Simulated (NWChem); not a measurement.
System: CH$_{6}$ClNOSi; SMILES NC[Si@H](O)Cl

NWChem printed, in part:

```
             Northwest Computational Chemistry Package (NWChem) 7.3.0
             --------------------------------------------------------

                             Geometry "geometry" -> ""
                             -------------------------

 Output coordinates in angstroms (scale by  1.889725989 to convert to a.u.)

  No.       Tag          Charge          X              Y              Z
 ---- ---------------- ---------- -------------- -------------- --------------
    1 N                    7.0000     0.42014100    -2.60537000    -0.03504600
    2 C                    6.0000     0.91901200    -1.25172200    -0.26318600
    3 Si                  14.0000    -0.25605100     0.06575100     0.38175500
    4 O                    8.0000    -1.76953000    -0.11842100    -0.27850500
    5 Cl                  17.0000     0.48865700     1.95748500    -0.06115100
    6 H                    1.0000     0.35786100    -2.80619600     0.96153000
    7 H                    1.0000    -0.52427800    -2.70520400    -0.40424500
    8 H                    1.0000     1.09870200    -1.09820200    -1.34258300
    9 H                    1.0000     1.91200200    -1.13780500     0.20442900
   10 H                    1.0000    -0.46149300    -0.05052100     1.84800800
   11 H                    1.0000    -1.87880800     0.11720900    -1.20496600

 Effective nuclear repulsion energy (a.u.)     297.0947225170

                              NWChem Property Module
                              ----------------------

  itol2e modified to match energy
  convergence criterion.

                                 NWChem DFT Module
                                 -----------------

 Summary of "ao basis" -> "ao basis" (spherical)
 ------------------------------------------------------------------------------
       Tag                 Description            Shells   Functions and Types
 ---------------- ------------------------------  ------  ---------------------
 N                           6-31g*                  6       14   3s2p1d
 C                           6-31g*                  6       14   3s2p1d
 Si                          6-31g*                  8       18   4s3p1d
 O                           6-31g*                  6       14   3s2p1d
 Cl                          6-31g*                  8       18   4s3p1d
 H                           6-31g*                  2        2   2s

  itol2e modified to match energy
  convergence criterion.

            General Information
            -------------------
          SCF calculation type: DFT
          Wavefunction type:  closed shell.
          No. of atoms     :    11
          No. of electrons :    58
           Alpha electrons :    29
            Beta electrons :    29
          Charge           :     0
          Spin multiplicity:     1
          Use of symmetry is: off; symmetry adaption is: off
          Maximum number of iterations: 150
          AO basis - number of functions:    90
                     number of shells:    46
          Convergence on energy requested:  1.00D-07
          Convergence on density requested:  1.00D-05
          Convergence on gradient requested:  5.00D-04

              XC Information
              --------------
                         B3LYP Method XC Potential
                     Hartree-Fock (Exact) Exchange  0.200
                        Slater Exchange Functional  0.800 local
                    Becke 1988 Exchange Functional  0.720 non-local
              Lee-Yang-Parr Correlation Functional  0.810
                  VWN I RPA Correlation Functional  0.190 local

[...]

          -----------------------------------------
          Chemical Shielding Tensors (GIAO, in ppm)
          -----------------------------------------

                                NWChem CPHF Module
                                ------------------

  scftype          =     RHF
  nclosed          =       29
  nopen            =        0
  variables        =     1769
  # of vectors     =        3
  tolerance        = 0.10D-03
  level shift      = 0.00D+00
  max iterations   =       50
  max subspace     =       30

 SCF residual:    7.5206636726635633E-006

Iterative solution of linear equations
  No. of variables     1769
  No. of equations        3
  Maximum subspace       30
        Iterations       50
       Convergence  1.0D-04

   iter   nsub   residual    time
   ----  ------  --------  ---------
     1      3    2.61D-01      43.7
     2      6    1.19D-02      49.7
     3      9    7.61D-04      55.6
     4     12    3.21D-05      61.6

      Atom:    1  N
        Diamagnetic
    312.0469      8.6673      1.9703
      8.6673    322.8819     -5.6334
      1.9703     -5.6334    312.0197

        Paramagnetic
    -71.6786      1.8334     27.3028
      1.8334    -80.4519     -6.4952
     27.3028     -6.4952    -46.3100

        Total Shielding Tensor
    240.3682     10.5007     29.2732
     10.5007    242.4300    -12.1286
     29.2732    -12.1286    265.7097

           isotropic =     249.5026
          anisotropy =      53.8811

          Principal Components and Axis System
                 1           2           3
              285.4234    250.1063    212.9782

      1         0.5232      0.4511      0.7230
      2        -0.1106      0.8771     -0.4673
      3         0.8450     -0.1646     -0.5088

      Atom:    2  C
        Diamagnetic
    246.8741     -1.6270     -3.3570
     -1.6270    258.3673      1.1050
     -3.3570      1.1050    241.1347

        Paramagnetic
    -99.7983      6.3100     -3.1721
      6.3100    -76.7542     -1.0509
     -3.1721     -1.0509   -102.9798

        Total Shielding Tensor
    147.0758      4.6831     -6.5291
      4.6831    181.6131      0.0541
     -6.5291      0.0541    138.1549

           isotropic =     155.6146
          anisotropy =      39.9562

          Principal Components and Axis System
                 1           2           3
              182.2521    149.9922    134.5994

      1         0.1354      0.8682      0.4774
      2         0.9906     -0.1278     -0.0486
      3        -0.0188     -0.4795      0.8774

      Atom:    3  Si
        Diamagnetic
    882.0541      2.0659      0.8746
      2.0659    886.6145     -0.7008
      0.8746     -0.7008    876.6703

        Paramagnetic
   -466.9529    -24.6311     14.6335
    -24.6311   -499.0361      5.6590
     14.6335      5.6590   -474.1112

        Total Shielding Tensor
    415.1012    -22.5652     15.5081
    -22.5652    387.5784      4.9582
     15.5081      4.9582    402.5591

           isotropic =     401.7462
          anisotropy =      45.8115

          Principal Components and Axis System
                 1           2           3
              432.2872    402.7417    370.2098

      1         0.8434     -0.1507      0.5158
      2        -0.3840      0.5026      0.7746
      3         0.3759      0.8513     -0.3660

      Atom:    4  O
        Diamagnetic
    401.9195      2.6480     12.8238
      2.6480    378.6899     -2.2369
     12.8238     -2.2369    394.6657

        Paramagnetic
   -129.7808     10.0922      5.7498
     10.0922    -87.5838    -12.8200
      5.7498    -12.8200    -98.0432

        Total Shielding Tensor
    272.1386     12.7401     18.5736
     12.7401    291.1061    -15.0570
     18.5736    -15.0570    296.6226

           isotropic =     286.6224
          anisotropy =      36.1599

          Principal Components and Axis System
                 1           2           3
              310.7290    296.0889    253.0494

      1         0.2436      0.6033      0.7594
      2        -0.4859      0.7535     -0.4428
      3         0.8394      0.2611     -0.4767

      Atom:    5  Cl
        Diamagnetic
   1146.1640      3.2371     -0.5305
      3.2371   1153.7987     -1.5868
     -0.5305     -1.5868   1144.6363

        Paramagnetic
   -241.3907     61.7384     42.9391
     61.7384   -168.0484    -51.5722
     42.9391    -51.5722   -307.8237

        Total Shielding Tensor
    904.7733     64.9755     42.4087
     64.9755    985.7503    -53.1590
     42.4087    -53.1590    836.8126

           isotropic =     909.1121
          anisotropy =     175.1966

          Principal Components and Axis System
                 1           2           3
             1025.9098    915.3247    786.1017

      1         0.4240      0.7646     -0.4853
      2         0.8922     -0.2605      0.3690
      3        -0.1557      0.5894      0.7927

      Atom:    6  H
        Diamagnetic
     21.3015      0.4279     -1.0801
      0.4279     28.9553     -6.9150
     -1.0801     -6.9150     38.4863

        Paramagnetic
      5.4440      1.1517      1.9055
      1.1517      3.0325      1.4590
      1.9055      1.4590      0.1533

        Total Shielding Tensor
     26.7455      1.5795      0.8253
      1.5795     31.9878     -5.4560
      0.8253     -5.4560     38.6396

           isotropic =      32.4576
          anisotropy =      13.8690

          Principal Components and Axis System
                 1           2           3
               41.7036     29.9226     25.7466

      1        -0.0037      0.4890      0.8723
      2        -0.4901      0.7595     -0.4278
      3         0.8717      0.4290     -0.2369

      Atom:    7  H
        Diamagnetic
     36.8763      4.1829      6.3230
      4.1829     28.7373      1.9339
      6.3230      1.9339     22.5288

        Paramagnetic
     -0.5276     -0.5535     -0.8226
     -0.5535      3.0954     -1.7465
     -0.8226     -1.7465      5.7808

[...]
```

Level: B3LYP/6-31G* (spherical d), GIAO. The geometry was optimised at PBE0/def2-SVP. The printed shielding anisotropy is the first printed principal value minus the mean of the other two.

Q: Reconstruct the input file.

A: One answer among several that fit: the input that was run:
```
start job
memory heap 200 mb stack 900 mb global 1100 mb
geometry units angstroms noautosym nocenter noautoz
  N      0.420141    -2.605370    -0.035046
  C      0.919012    -1.251722    -0.263186
  Si    -0.256051     0.065751     0.381755
  O     -1.769530    -0.118421    -0.278505
  Cl     0.488657     1.957485    -0.061151
  H      0.357861    -2.806196     0.961530
  H     -0.524278    -2.705204    -0.404245
  H      1.098702    -1.098202    -1.342583
  H      1.912002    -1.137805     0.204429
  H     -0.461493    -0.050521     1.848008
  H     -1.878808     0.117209    -1.204966
end
basis spherical
  * library 6-31g*
end
dft
  xc b3lyp
  iterations 150
end
property
  shielding
end
task dft property
```
